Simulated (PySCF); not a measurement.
**How the method changes the constants of LiBe**

State: ²Σ⁺ (doublet), unpaired electrons σ ↑. Set-up: Li cc-pVDZ, Be cc-pVDZ; no relativity (PySCF 2.14). De refers to Li + Be in their ground configurations, without counterpoise correction. The functionals are run spin-unrestricted. A positive dipole means Li(−)Be(+). Levels whose curve was spin-contaminated or gave no clean fit are not listed.

| Level | Re (Å) | ωe (cm⁻¹) | De (eV) | μ (D) |
| --- | --- | --- | --- | --- |
| PBE | 2.592 | 338 | 0.56 | -2.26 |
| TPSS | 2.583 | 359 | 0.63 | -2.86 |
| r²SCAN | 2.606 | 342 | 0.61 | -2.88 |
| PBE0 | 2.596 | 339 | 0.499 | -2.70 |
| B97-3 | 2.570 | 352 | 0.443 | -3.24 |
| M06-2X | 2.565 | 350 | 0.416 | -2.42 |
| CAM-B3LYP | 2.549 | 353 | 0.408 | -3.36 |

What does a quarter of exact exchange do here, going from PBE to PBE0?

PBE0 less PBE: +0.4 pm in Re, +0.3 % in ωe, -0.06 eV in De. Exact exchange removes part of the self-interaction that spreads semilocal densities, and in most molecules shortens and stiffens the bond and lowers De; here Re goes the other way.

The state is the lowest determinant that a PBE0 search found; another state may lie lower at other levels.

The whole job (state search and all levels along the bond) took about 0.53 min on 1 thread of AMD EPYC 9R14 (shared host), peak memory 0.36 GiB.
